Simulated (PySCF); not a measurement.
# Polarisability and C₆ of Cl⁻ (chlorine, charge -1)

[Ar], closed-shell 1S. Calculation: PySCF 2.14, in dyall-av2z (13s9p2d, 50 functions); the non-relativistic Hamiltonian (point nucleus). Coupled (time-dependent) response in atomic units; α is the mean over directions. A double-zeta set is small for polarisabilities.

```tsv
method	mean α (bohr³)	C₆ (like pair)	S(−4)
UHF	21.33	174.3	128.0
PBE0	23.35	193.2	174.1
r2SCANh	23.13	196.7	157.8
```

S(−4) is the Cauchy moment in α(ω) = α(0) + S(−4) ω² + …

α(iu) at r2SCANh:

```
u (hartree)  α(iu) (bohr³)
          0          23.13
     0.0500          22.75
      0.100          21.72
      0.200          18.78
      0.300          15.87
      0.500          11.39
      0.750          7.729
       1.00          5.420
       1.50          2.965
       2.00          1.828
       3.00         0.8830
       5.00         0.3412
```

A single London oscillator, α(iu) = α/(1 + u²/ω²), gives C₆ = (3/4) ω α². Matching the computed C₆ needs ω = 4 × 196.7 / (3 × 23.13²) = 0.490 hartree.

For an ion, C₆ is the dispersion term alone; charge-induced terms of lower order in 1/R come first.
